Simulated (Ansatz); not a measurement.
Two shapes of singlet ZnCl2.

Shape 1:

```xyz
3

Cl    0.0000    0.0000   -2.2648
Zn    0.0000    0.0000    0.0000
Cl    0.0000    0.0000    2.2648
```

Shape 2:

```xyz
3

Cl    0.0000    0.0000   -1.9293
Zn    0.0000    0.0000    0.0000
Cl    0.0000    0.0000    1.9293
```

Basis set: cc-pVTZ (spherical functions). Frozen core: 15 orbitals. Charge 0, multiplicity 1.

Computed with Ansatz (development build ahead of 0.2.0); each method stands on the lowest determinant of its kind that the runs found.

Task: Which shape is lower in energy, and by how much in each method?

Result:

| method | E(2) − E(1) (eV) |
| --- | --- |
| RHF | 0.508 |
| RHF-MP2 | -0.090 |

The methods disagree on the order.
